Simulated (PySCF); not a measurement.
dichloro(silylmethyl)silane (CH6Cl2Si2), SMILES [SiH3]C[SiH](Cl)Cl.

Geometry optimised at PBE0-D3(BJ)/def2-SVP. The geometry has at least one imaginary mode, so it is a saddle point at that level. The values are those of a single conformer.

Level of theory: TDDFT-LC-ωPBE/def2-SVPD (PySCF).

Vertical excitations. 

```json
[
 {"state": "S1", "energy (eV)": "8.18", "λ (nm)": "152", "f": "0.004", "main pairs": "HOMO→LUMO+1 38 %, HOMO→LUMO 21 %, HOMO→LUMO+4 11 %, HOMO→LUMO+5 7 %"},
 {"state": "S2", "energy (eV)": "8.33", "λ (nm)": "149", "f": "0.001", "main pairs": "HOMO→LUMO+2 70 %"},
 {"state": "S3", "energy (eV)": "8.58", "λ (nm)": "144", "f": "0.031", "main pairs": "HOMO−1→LUMO+1 26 %, HOMO−1→LUMO 23 %, HOMO−1→LUMO+4 17 %, HOMO−2→LUMO+2 7 %"},
 {"state": "S4", "energy (eV)": "8.84", "λ (nm)": "140", "f": "0.004", "main pairs": "HOMO−3→LUMO+1 18 %, HOMO−3→LUMO 17 %, HOMO−5→LUMO+1 11 %, HOMO−3→LUMO+4 11 %"},
 {"state": "S5", "energy (eV)": "8.90", "λ (nm)": "139", "f": "0.032", "main pairs": "HOMO−1→LUMO+2 36 %, HOMO−2→LUMO 9 %, HOMO−6→LUMO+1 8 %, HOMO−2→LUMO+1 8 %"},
 {"state": "S6", "energy (eV)": "8.93", "λ (nm)": "139", "f": "0.023", "main pairs": "HOMO→LUMO 38 %, HOMO→LUMO+1 34 %"},
 {"state": "S7", "energy (eV)": "9.02", "λ (nm)": "137", "f": "0.083", "main pairs": "HOMO→LUMO+3 33 %, HOMO−2→LUMO+1 19 %"},
 {"state": "S8", "energy (eV)": "9.21", "λ (nm)": "135", "f": "0.001", "main pairs": "HOMO−3→LUMO+1 17 %, HOMO−3→LUMO 8 %, HOMO−5→LUMO+4 8 %, HOMO−3→LUMO+9 7 %"},
 {"state": "S9", "energy (eV)": "9.22", "λ (nm)": "134", "f": "0.008", "main pairs": "HOMO−1→LUMO+2 35 %, HOMO−2→LUMO+1 9 %, HOMO−2→LUMO 9 %, HOMO−6→LUMO+1 7 %"},
 {"state": "S10", "energy (eV)": "9.28", "λ (nm)": "134", "f": "0.211", "main pairs": "HOMO−3→LUMO+2 27 %, HOMO−5→LUMO+2 16 %, HOMO→LUMO+3 8 %, HOMO−2→LUMO+1 5 %"},
 {"state": "T1", "energy (eV)": "7.71", "λ (nm)": "161", "f": "0", "main pairs": "HOMO→LUMO+1 39 %, HOMO→LUMO 14 %, HOMO→LUMO+4 12 %"},
 {"state": "T2", "energy (eV)": "7.80", "λ (nm)": "159", "f": "0", "main pairs": "HOMO→LUMO+2 60 %"},
 {"state": "T3", "energy (eV)": "7.93", "λ (nm)": "156", "f": "0", "main pairs": "HOMO−1→LUMO+1 31 %, HOMO−1→LUMO 21 %, HOMO−1→LUMO+4 20 %"},
 {"state": "T4", "energy (eV)": "8.19", "λ (nm)": "151", "f": "0", "main pairs": "HOMO→LUMO+3 18 %, HOMO→LUMO 15 %, HOMO−2→LUMO+1 8 %, HOMO−1→LUMO+2 7 %"}
]
```
Triplets are in the Tamm–Dancoff approximation, which puts them higher than full response would, so one can lie above its singlet here.
